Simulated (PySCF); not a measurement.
W(O)3 anion (O3W), SMILES [O]=[W](=[O])=[O] (connectivity only; charge and spin as stated), charge -1, multiplicity 2. Atoms are numbered in the order given.

```xyz
4

W      0.0000     0.0000     0.0927
O      1.4961     0.8638    -0.2857
O      0.0000    -1.7276    -0.2857
O     -1.4961     0.8638    -0.2857
```
Charge -1, spin multiplicity 2.

Geometry: B3LYP-D3(BJ)/def2-SVPD. The spin state was assumed, not searched. The isomer is the one that the SMILES or the coordinates give; other isomers of the formula were not compared. The def2 effective core potentials stand for the cores of W; spin–orbit coupling is left out.

Computed with PBE/def2-TZVPD (PySCF).

Isolated molecule, no solvent.

Estimate the frontier levels, dipole moment and polarisability. (The exact figures need the calculation; the answer reports its results.)


```json
{
 "α spin, highest occupied and lowest empty level": "-0.61 and 2.72 eV",
 "β spin, highest occupied and lowest empty level": "-1.70 and 0.93 eV",
 "dipole_moment_about_the_centre_of_nuclear_charge": "1.60 D",
 "mean_static_polarisability": "66.9 bohr³ (9.92 Å³)",
 "polarisability_principal_values": "62.4, 69.2, 69.2 bohr³",
 "⟨S²⟩": "0.756 (pure state 0.75)"
}
```
